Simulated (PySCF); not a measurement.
## The third ionisation energy along group 6

Calculated with PySCF 2.14 from differences of total energies of unrestricted determinants, without spin-orbit coupling. Values in eV. The last column holds reference values (NIST; (s) semi-empirical, (t) theoretical, else measured). Unmarked ones compare directly (S terms, centres of terms, or small fine structure); those marked * lie between the lowest fine-structure levels and include a spin-orbit shift.

```json
{"element": "Cr (ANO-RCC-VTZP, spin-free X2C)", "configurations": "[Ar] 3d4 → [Ar] 3d3", "UHF": "29.725", "LDA": "31.897", "PBE": "31.496", "PBE0": "31.310", "r2SCAN": "31.076", "CCSD (valence)": "30.448", "reference": "30.959 ± 0.025 *"}
{"element": "Mo (ANO-RCC-VTZP, spin-free X2C)", "configurations": "[Kr] 4d4 → [Kr] 4d3", "UHF": "26.084", "LDA": "27.675", "PBE": "27.451", "PBE0": "27.354", "r2SCAN": "27.235", "CCSD (valence)": "26.687", "reference": "27.13 ± 0.12 (s) *"}
{"element": "W (ANO-RCC-VTZP, spin-free X2C)", "configurations": "[Xe] 4f14 5d4 → [Xe] 4f14 5d3", "UHF": "24.779", "LDA": "26.374", "PBE": "26.054", "PBE0": "25.944", "r2SCAN": "25.836", "CCSD (valence)": "25.263", "reference": "26 ± 0.4 (s) *"}
```

"Valence" correlates the outer s and p shells and, in groups 3 to 12 and the f block, the outer d or f shell, open or full, or the next shell where the ion has no valence electron left; the wider scheme adds the next inner shell.
